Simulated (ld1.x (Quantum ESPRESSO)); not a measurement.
## V: one change to a TM potential, before and after

V (Z = 23), norm-conserving Troullier–Martins (Kleinman–Bylander form), made with ld1.x (Quantum ESPRESSO) 7.5 (BP86, fully relativistic). Core [Ne] 3s2, reference 3p6 3d3 4s1.5 4p0.5. Waves: 4s (bound): rc 1.90 bohr; 3p (bound): rc 0.85 bohr; 3d (bound): rc 1.55 bohr. Local part: all-electron potential smoothed inside 1.40 bohr (lloc = -2). Core correction: none.

Open shells are filled in proportion to 2j + 1 (rel_dist='average').

Occupied shells without a wave of their own: 4p. They enter only through the test configuration that unscreens the potential.

All-electron outer shells of the reference configuration (BP86, scalar-relativistic, ld1.x):

```
shell  level (eV)  outermost node (bohr)  outermost maximum (bohr)
   2p     -504.18                      –                      0.21
   3s      -71.04                   0.38                      0.82
   3p      -44.86                   0.35                      0.84
   3d       -5.98                      –                      0.90
   4s       -5.29                   1.17                      2.72
   4p       -1.91                   1.30                      3.59
```

Change: local potential all-electron potential smoothed inside 0.98 bohr (lloc = -2).

Cutoffs: the cutoffs (Ry, on a coarse ladder) from which the occupation-weighted sum of valence levels, in a spherical-Bessel basis at the reference potential, stays within 10 and 1 mRy of its value at 400 Ry; they do not see the model core or the augmentation charge, which bear on the density cutoff. Errors are all-electron minus pseudo energies relative to the spin-unpolarised reference configuration.

Task: How do hardness, ghosts and transferability respond?

Result: The potential gets neither clearly harder nor softer (100 Ry and 180 Ry → 100 Ry and 180 Ry); both files keep a bound ghost (s); the number of tests that count goes from 6 to 7; of the 6 tests that both files solve, the error grows in 0 and shrinks in 6 by more than 15 % and 0.3 meV (median size 25.9 → 6.3 meV); the range in which the p1/2 phases agree widens (upper end 1.3 → at the end of the scan); the range in which the p3/2 phases agree widens (upper end 1.4 → at the end of the scan).

| quantity | base | changed |
| --- | --- | --- |
| cutoff, loose | 100 Ry | 100 Ry |
| cutoff, tight | 180 Ry | 180 Ry |
| loose cutoff by channel (10 mRy a level) | s 18 Ry, p 60 Ry, d 80 Ry | s 18 Ry, p 55 Ry, d 80 Ry |
| bound ghosts | s | s |
| tests counted (converged, no solver errors) | 6 of 7 | 7 of 7 |
| error for 3p6 3d3 4s2 4p0, meV [ΔE -1.67 eV] | +6.6 | -2.1 |
| error for 3p6 3d3 4s1 4p0, meV [ΔE 6.24 eV] | +8.9 | -3.0 |
| error for 3p6 3d3 4s0 4p0, meV [ΔE 20.64 eV] | +18 | -9.5 |
| error for 3p6 3d3 4s0 4p2, meV [ΔE 5.25 eV] | -34 | +3.0 |
| error for 3p6 3d1 4s0 4p0, meV [ΔE 95.48 eV] | +170 | +141 |
| error for 3p5 3d3 4s2 4p0, meV [ΔE 49.37 eV] | -459 | -136 |
| s: phases at 2.06 bohr within 0.05 rad from the reference energy up to (Ry; the scan ends near 5) | 0.2 | 0.8 |
| p1/2: phases at 2.06 bohr within 0.05 rad from the reference energy up to (Ry; the scan ends near 5) | 1.3 | to the end of the scan |
| p3/2: phases at 2.06 bohr within 0.05 rad from the reference energy up to (Ry; the scan ends near 5) | 1.4 | to the end of the scan |
| d3/2: phases at 2.06 bohr within 0.05 rad from the reference energy up to (Ry; the scan ends near 5) | 2.3 | 2.6 |
| d5/2: phases at 2.06 bohr within 0.05 rad from the reference energy up to (Ry; the scan ends near 5) | 2.3 | 2.6 |

Base: Tests not counted: 3p6 3d4 4s1 4p0 (solver errors, printed error -1072 eV). ld1.x printed “convergence not achieved” for 3 of the counted tests; their residual had stalled under 1e-8, short of the target of 1e-14. The 4p level has no wave, so the channel is fitted at the deeper level alone: the likely source of the large errors. Changed file: ld1.x printed “convergence not achieved” for 4 of the counted tests; their residual had stalled under 1e-8, short of the target of 1e-14. A true bound ghost makes a file unfit for plane-wave use even where its test errors are small: the radial tests pick states by their node count and pass the ghost by. Where a test does run into it, the solver fails or the error is huge.
